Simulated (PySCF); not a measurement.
A made-up structure of GaHSeO, closed shell:

O1  (0.070, -1.637, 0.773)
Ga2  (-0.311, 0.312, -0.291)
Se3  (1.237, -0.099, 0.534)
H4  (-0.993, 1.424, -1.087)
(Å)

It is relaxed with PBE-D4/def2-SVP and then PBE0-D4/def2-TZVP (PySCF 2.14 with density fitting (its default auxiliary sets; JK sets also for MP2 and CCSD(T))). Atoms count as bonded within 1.22 times the sum of their covalent radii (H–H: 0.88 Å). The end point is not checked to be a true minimum.

(1) Does its bonding change? (A judgement: the text doesn't fix the answer.)

## Answers

(1) By the calculation: No: no bond forms or breaks.

Where it ends: The first stage lowers the energy by 4.18 eV in 16 steps. It ends as GaHSeO ([O]1[GaH][Se]1):
```tsv
atom	x (Å)	y (Å)	z (Å)
O1	0.0558	-1.2668	0.4581
Ga2	-0.3275	0.3092	-0.3256
Se3	1.5914	-0.1156	0.7770
H4	-1.4142	1.0219	-1.1291
```

Labels in which every atom is bracketed show which atoms are joined, not bond orders.

For scale, one of the runs: PBE0-D4/def2-TZVP relaxation, 133 basis functions, launched by `OMP_NUM_THREADS=2 python run.py`. Time: 68 s of wall clock on 2 CPU threads of an Intel Xeon; the host was shared. Peak host memory: 1.3 GiB.
